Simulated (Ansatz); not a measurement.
Reactions of C₂H₆OSi, SMILES `C1C[SiH2]O1`.

Isolated molecules relaxed with PBE0-D4/def2-TZVP in Ansatz; ΔE leaves out vibrations. CCSD(T)/CBS is the MP2 limit (def2-TZVPP, def2-QZVPP) plus CCSD(T) − MP2 in def2-TZVPP, frozen cores. This one scheme is used for every species, atoms too. Functionals use def2-TZVPP. No spin–orbit coupling; open shells (•) take unrestricted orbitals. Spin–orbit coupling would lower the free atoms: a little for C, O, Si. One conformer a species, not always the lowest.

| reaction | LDA (SPW92) (kJ/mol) | r2SCAN-D4 (kJ/mol) | revPBE-D4 (kJ/mol) |
| --- | --- | --- | --- |
| `C1C[SiH2]O1` → `C=C(O)[SiH3]` | 117 | 114 | 104 |
| `C1C[SiH2]O1` → `[SiH3]C1CO1` | 179 | 178 | 165 |
| `C1C[SiH2]O1` → `O=CC[SiH3]` | 83 | 68 | 57 |
| `C1C[SiH2]O1` → `C=C[SiH2]O` | -14 | -38 | -33 |
| `C1C[SiH2]O1` → `C1OC[SiH2]1` | 156 | 166 | 152 |
| `C1C[SiH2]O1` → `CC(=O)[SiH3]` | 96 | 82 | 67 |
| `C1C[SiH2]O1` → `C[SiH2]C=O` | 92 | 71 | 58 |
| `C1C[SiH2]O1` → 2 C• + 6 H• + O• + Si• | 4298 | 3781 | 3743 |

Q: Give the CCSD(T)/CBS values in the same order. (An estimate is asked.)

A: Computed: 117, 186, 72, -47, 169, 89, 75, 3778 kJ/mol.

Largest T1 diagnostic: 0.015, for `CC(=O)[SiH3]`.
